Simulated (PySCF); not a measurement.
Heteronuclear NMR

Geometry:
```
atom   x (Å)   y (Å)   z (Å)
  C1  -2.036   0.850  -0.838
  N2  -1.169  -0.061  -0.133
  C3  -1.763  -1.225   0.475
  C4   0.187   0.147  -0.086
  C5   0.989  -0.644   0.756
  C6   2.357  -0.500   0.868
  C7   3.110   0.431   0.181
  P8   2.442   1.567  -0.936
  C9   0.770   1.146  -0.869
 H10  -3.069   0.647  -0.565
 H11  -1.941   0.749  -1.926
 H12  -1.814   1.884  -0.563
 H13  -1.797  -1.142   1.568
 H14  -1.208  -2.128   0.210
 H15  -2.782  -1.342   0.111
 H16   0.524  -1.399   1.368
 H17   2.872  -1.166   1.551
 H18   4.179   0.465   0.345
 H19   0.140   1.730  -1.524
```

PySCF 2.14 calculation with σ from GIAO-PBE0/pcSseg-1 and coordinates at the GFN2-xTB level; rapidly exchanging positions averaged, one computed conformer, gas phase, no relativistic terms.

Question: Predict the ³¹P NMR data.

Answer: 
```json
{"atoms": "P8", "environment": "phosphorus bonded to 2 C, in a 6-membered ring", "σ (ppm)": "86.2", "δ (ppm)": "198.7"}
```

Shieldings were converted by a linear fit to measured shifts: ³¹P (scatter 18.1 ppm rms vs H3PO4, solution or neat liquid). Occasional misses reach two or three times the rms, and more in compound classes unlike the fitted ones.

On a 500 MHz spectrometer ³¹P resonates near 202.4 MHz, so 1 ppm is 202.4 Hz.

Question: What are the ¹⁵N shifts?

Answer: 
```
atoms            environment  σ (ppm)  δ (ppm)
   N2  aniline-type nitrogen    197.5   -330.0
```

Shieldings were converted by a linear fit to measured shifts: ¹⁵N: δ = -148.07 − 0.921σ (rms 6.3 ppm, 71 shifts vs CH3NO2, solution or neat liquid). Occasional misses reach two or three times the rms, and more in compound classes unlike the fitted ones.

On a 600 MHz spectrometer ¹⁵N resonates near 60.8 MHz, so 1 ppm is 60.8 Hz.
